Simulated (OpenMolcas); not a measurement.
## Ions of charge +4 along the 5d row with 6 water ligands in octahedral coordination

| Property | Result |
| --- | --- |
| Program | OpenMolcas 26.06 |
| Method | SS-CASPT2, IPEA 0.25 Eh, imaginary shift 0.1 Eh |
| Spin-orbit coupling | state interaction with AMFI integrals over the reference wave functions |

The d shell is active; CASPT2 correlates the ligand valence shells and the outer metal core. Anionic complexes are neutralised by point charges behind the ligands. Distances were set from a Shannon-type radius of the metal (high-spin where two are listed) plus a fixed donor radius (H2O 1.36 Å). Ligand basis ANO-RCC-VDZP, DKH2 Hamiltonian. States (labels of O, taken over from Oh, the nearest higher group). Energies in cm-1 above the lowest state or level, χT in cm3 K/mol; under a threefold ground state the first gap can be a small split of the lowest multiplet, not the spin-orbit step; 10Dq and B are least-squares fits to the states below 45000 cm-1, weighted by degeneracy, with a free offset, and given where the rms deviation is under 5 % of |10Dq| (or 100 cm-1) and under 700 cm-1. Spin-only χT is S(S+1) / 2 for the spin of the ground state.

| Ion | Shell | R (Å) | Metal basis | Ground state | First state of that spin | 10Dq | B (rms of fit) | First gap with spin-orbit (degeneracies) | χT at 300 K | First state of another spin | Spin-only χT |
| --- | --- | --- | --- | --- | --- | --- | --- | --- | --- | --- | --- |
| Re4+ | 5d3 | 1.99 | ANO-RCC-VDZP | 4A2 | 4T2 39070 |  |  | 10430 (4, 4) | 1.438 | 2E 11270 | 1.875 |
| Os4+ | 5d4 | 1.99 | ANO-RCC-VTZP | 3T1 | 3E 32720 |  |  | 3880 (1, 3) | 0.186 | 1T2 6270 | 1.000 |
| Ir4+ | 5d5 | 1.99 | ANO-RCC-VTZP | 2T2 | 2A2 29200 | 32691 | 476 (446) | 7310 (2, 4) | 0.404 | 2S+1 = 4: 24460 | 0.375 |

The rows also differ in their metal basis, so part of each step comes from that.

Below the highest spin of the shell: Os4+, Ir4+. χT departs most from the spin-only value for Os4+, by -0.814 cm3 K/mol.

Roots that are degenerate in the reference are averaged as groups; the widest CASPT2 spread within a group is 1100 cm-1 (the 3-fold group of multiplicity 1 near 92600 cm-1 above the lowest state of its run, Os4+). Shifts and gaps below about the spread of the groups concerned are not significant. Over all roots computed the reference weight is 0.70 to 0.71 in Re4+, 0.67 to 0.70 in Os4+, 0.66 to 0.69 in Ir4+; a low but even weight reflects the number of correlated electrons. Ligand-to-metal charge-transfer states are missing. With no ligand orbital active B as a rule stays too high, so bands that hang on it stand too high and its fall with covalency is understated. With one d shell and no ligand orbital active, 10Dq can be off by a tenth or more. The least metal-like active orbital is 74 % on the metal (Löwdin) and no ligand orbital is active, so the numbers are rough (holds for Re4+). The least metal-like active orbital is 73 % on the metal (Löwdin) and no ligand orbital is active, so the numbers are rough (holds for Os4+). An orbital triplet at a regular site is open to Jahn-Teller coupling, which can distort the site and quench the lowest spin-orbit gaps and is left out (holds for Ir4+). The least metal-like active orbital is 72 % on the metal (Löwdin) and no ligand orbital is active, so the numbers are rough (holds for Ir4+). No measured value stands beside these numbers; the geometry is a model, was not optimised and need not be the one that this ion takes.

A state without a sure symmetry label is named by its multiplicity alone.
